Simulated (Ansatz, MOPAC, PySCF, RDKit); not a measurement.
Pair of molecules: CH5N (SMILES CN) (first 7 atoms) with H4OSi (SMILES O[SiH3]); geometry from B3LYP-D3(BJ)/def2-TZVP, rigid monomers moved along the line of their centres of mass till N2···H10 is 1.62 Å.
(charge 0, multiplicity 1):
```xyz
13

C      0.238    -0.361    -0.120
N     -0.269     0.971     0.236
H     -0.458    -1.116     0.245
H      1.192    -0.524     0.381
H      0.381    -0.512    -1.195
H     -1.164     1.148    -0.205
H      0.366     1.696    -0.079
O     -0.500     1.023     2.833
Si    -0.063    -0.358     3.588
H     -0.433     1.062     1.846
H     -0.881    -1.526     3.156
H     -0.248    -0.159     5.042
H      1.360    -0.720     3.332
```

Interaction energies are E(AB) − E(A) − E(B) at the monomers' geometry in the complex; basis-set methods are counterpoise corrected. Rows marked so take none. RDKit's UFF carries no charges.

Rows in 3-21G carry no dispersion term and start afresh at each structure. The state that PM3, PM6, PM7 reach isn't checked; PM7 holds dispersion and hydrogen-bond terms.

Run with Ansatz (Gaussian orbitals); MOPAC for PM3, PM6, PM7 (differences of heats of formation); PySCF for 3-21G rows, the dispersion terms; RDKit for the force fields. 

| level | interaction energy (kcal/mol) |
|---|---|
| UFF | 228.57 |
| PM3 | 1.09 |
| PM6 | -4.90 |
| PM7 | -3.30 |
| HF/3-21G (no counterpoise) | -13.04 |
| PBE-D3(BJ)/def2-TZVPPD | -11.05 |
| r2SCAN-D4/def2-TZVPPD | -10.61 |
| B3LYP/3-21G (no counterpoise) | -18.37 |
| wB97M-V/def2-TZVPPD | ? |

Question: Some entries are withheld; supply them.

Answer: 
- wB97M-V/def2-TZVPPD, interaction energy (kcal/mol): -9.14

Ansatz is a quantum-chemistry and plane-wave program.
